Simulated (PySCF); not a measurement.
C₃H₇FOSi, SMILES C[SiH2]O/C=C\F.

Geometry: B3LYP-D3(BJ)/def2-SVP. The structure was generated by enumeration; whether it is a known compound was not checked. One conformer was computed; it need not be the lowest.

Level of theory: TDDFT-PBE/def2-SVPD (PySCF).

Vertical excitations. 

Computed lowest excited states:
| state | energy (eV) | λ (nm) | f | main pairs |
|---|---|---|---|---|
| S1 | 5.00 | 248 | 0.003 | HOMO→LUMO 100 % |
| S2 | 5.36 | 231 | 0.003 | HOMO→LUMO+2 87 %, HOMO→LUMO+1 13 % |
| S3 | 5.95 | 208 | 0.045 | HOMO→LUMO+3 86 % |
| S4 | 6.29 | 197 | 0.006 | HOMO→LUMO+4 97 % |
| S5 | 6.45 | 192 | 0.190 | HOMO→LUMO+1 41 %, HOMO→LUMO+5 22 %, HOMO→LUMO+7 14 %, HOMO→LUMO+3 10 % |
| S6 | 6.72 | 184 | 0.089 | HOMO→LUMO+5 75 % |
| S7 | 6.78 | 183 | 0.005 | HOMO→LUMO+6 99 % |
| S8 | 7.15 | 173 | 0.069 | HOMO→LUMO+7 48 %, HOMO−1→LUMO+1 23 %, HOMO−1→LUMO 13 % |
| S9 | 7.18 | 173 | 0.009 | HOMO−1→LUMO 84 % |
| S10 | 7.33 | 169 | 0.008 | HOMO→LUMO+8 60 %, HOMO−1→LUMO+1 34 % |
| T1 | 4.27 | 290 | 0 | HOMO→LUMO+1 91 % |
| T2 | 4.85 | 256 | 0 | HOMO→LUMO 99 % |
| T3 | 5.33 | 233 | 0 | HOMO→LUMO+2 94 % |
| T4 | 5.90 | 210 | 0 | HOMO→LUMO+3 98 % |
Triplets are in the Tamm–Dancoff approximation, which puts them higher than full response would, so one can lie above its singlet here.
